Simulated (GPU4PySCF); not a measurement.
benzodifurandione dimer (PBFDO unit) (C20H8O8), SMILES O=C1Cc2cc3c(cc2O1)/C(=C1\C(=O)Oc2cc4c(cc21)OC(=O)C4)C(=O)O3.

The structure is a stationary point at r2SCAN-D4/def2-SVP. The values are those of a single conformer.

Method: SMD-M06-2X/6-31G* (GPU4PySCF).

Solvation free energies are E(SMD) − E(gas) at the gas-phase geometry, for 1 M in both phases. In vacuum the dipole moment is 0.02 D.

**Question.** Estimate the solvation free energies in water, 1-octanol, chlorobenzene, tetrahydrofuran. (Estimate from the structure and the level; the computed values follow.)

**Answer.** 
```csv
solvent,ΔG(solv) (kcal/mol),its non-electrostatic (CDS) part,dipole (D)
water,-13.4,11.0,0.04
1-octanol,-13.1,6.8,0.03
chlorobenzene,-20.5,-9.3,0.03
tetrahydrofuran,-20.8,-8.7,0.03
```
